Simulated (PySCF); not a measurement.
# [RhCl2]+: bending curve

Level of theory: UPBE0 in PySCF with Rh def2-SVP with ECP28, Cl def2-SVP; scalar-relativistic core potentials, no spin–orbit coupling; density-fitted integrals.

Rigid scan from the quintet minimum (Rh–Cl 2.197 Å (×2); Cl–Rh–Cl 180.0°). Coordinate: the Cl–Rh–Cl angle, bonds fixed. Energies in kJ/mol from the minimum.

| bond angle (°) | E (kJ/mol) | dipole size (D, about the centre of mass) | ⟨S²⟩ |
| --- | --- | --- | --- |
| 80 | 110.7 | 2.67 | 6.01 |
| 90 | 64.5 | 2.52 | 6.01 |
| 100 | 38.9 | 2.36 | 6.01 |
| 110 | 24.1 | 2.17 | 6.01 |
| 120 | 15.2 | 1.95 | 6.01 |
| 130 | 9.5 | 1.69 | 6.01 |
| 140 | 5.6 | 1.39 | 6.01 |
| 150 | 2.9 | 1.07 | 6.01 |
| 160 | 1.3 | 0.72 | 6.01 |
| 170 | 0.3 | 0.37 | 6.01 |
| 180 | 0.0 | 0.00 | 6.01 |

Other spin states or occupations of the open shell can lie lower.

The scan took 23 s on 2 threads of a shared Arm Neoverse V2 host; the process peaked at 0.66 GiB. Launch command: `OMP_NUM_THREADS=2 python axn.py task.json out`.
